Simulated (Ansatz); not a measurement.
C₆H₁₆GeO₂⁺, that is GeH2(OiPr)2 with one electron fewer, relaxed as a doublet with UKS PBE-D4/def2-SVP in Ansatz, starting from the PBE-D4/def2-SVP geometry of the neutral singlet. Force threshold 0.03 eV/Å.

Start:

Cartesian coordinates in Å:
```
Ge 0.600 -0.710 -1.460
H -0.332 -0.946 -2.674
H 2.090 -1.114 -1.585
O 0.028 -1.656 -0.045
C -1.377 -1.741 0.245
C -1.631 -1.145 1.628
C -1.803 -3.204 0.147
H -1.963 -1.151 -0.503
H -1.031 -1.685 2.390
H -2.702 -1.219 1.907
H -1.339 -0.077 1.651
H -1.624 -3.596 -0.874
H -1.212 -3.818 0.858
H -2.879 -3.328 0.385
O 0.458 1.056 -1.158
C 1.386 1.714 -0.279
C 0.601 2.390 0.843
C 2.211 2.704 -1.098
H 2.081 0.967 0.180
H -0.129 3.107 0.417
H 1.276 2.940 1.530
H 0.042 1.638 1.435
H 2.782 2.178 -1.889
H 1.540 3.438 -1.591
H 2.929 3.257 -0.459
```

| step | energy (eV) | largest force component (eV/Å) | SCF passes |
| --- | --- | --- | --- |
| 1 | -67051.3343 | 1.744 | 27 |
| 2 | -67051.5537 | 0.569 | 27 |
| 3 | -67051.6140 | 0.244 | 27 |
| 4 | -67051.6300 | 0.247 | 26 |
| 5 | -67051.6386 | 0.059 | 26 |
| 6 | -67051.6420 | 0.058 | 22 |
| 7 | -67051.6451 | 0.049 | 26 |
| 8 | -67051.6473 | 0.092 | 26 |
| 9 | -67051.6495 | 0.075 | 23 |
| 10 | -67051.6533 | 0.047 | 23 |
| 11 | -67051.6547 | 0.047 | 23 |
| 12 | -67051.6558 | 0.041 | 23 |
| 13 | -67051.6569 | 0.041 | 23 |
| 14 (rejected) | -67051.6556 | 0.161 | 24 |
| 15 | -67051.6577 | 0.022 | 23 |
| 16 | -67051.6582 | 0.024 | 23 |
| 17 | -67051.6584 | 0.038 | 23 |
| 18 | -67051.6587 | 0.015 | 17 |
| 19 | -67051.6589 | 0.005 | 23 |

Force components are those of the run's own axes.

End:

```xyz
25

Ge    0.686   -0.812   -1.648
H    -0.284   -0.945   -2.832
H     2.153   -1.266   -1.661
O    -0.055   -1.501   -0.119
C    -1.454   -1.704    0.064
C    -1.993   -0.687    1.072
C    -1.598   -3.159    0.581
H    -1.987   -1.611   -0.910
H    -1.475   -0.779    2.047
H    -3.075   -0.863    1.228
H    -1.846    0.339    0.679
H    -1.204   -3.878   -0.162
H    -1.060   -3.287    1.540
H    -2.679   -3.349    0.739
O     0.546    0.919   -1.058
C     1.552    1.583   -0.298
C     1.062    1.785    1.136
C     1.792    2.935   -1.021
H     2.497    0.993   -0.311
H     0.126    2.378    1.159
H     1.836    2.323    1.717
H     0.877    0.799    1.607
H     2.147    2.767   -2.055
H     0.863    3.536   -1.042
H     2.570    3.481   -0.450
```

By distances, no bond broke or formed. The bond that changes most is Ge1–O4, from 1.80 to 1.83 Å (atoms count from 1).

The force fell under the threshold at step 15, but the optimiser went on. No frequencies were taken in this run, so the end may be a saddle point.

Run time 44 s (2 threads of AMD EPYC 7R13 on a shared host and a share (18 GiB) of an NVIDIA H100 80GB HBM3), peak host memory 0.91 GiB.
